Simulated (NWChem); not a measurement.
# C$_{3}$H$_{4}$F$_{2}$; SMILES C1(CC1)(F)F

All runs: NWChem. Pople sets run with spherical d functions. Each level has its own optimisation; frequencies are unscaled. Brackets give each atom's bonded neighbours.

For level PBE/6-31G*:

```yaml
dipole (D): 1.82
```

Problem. What are these values for level PBE/6-31+G*?

Solution. The dipole (D) comes out as 2.42.
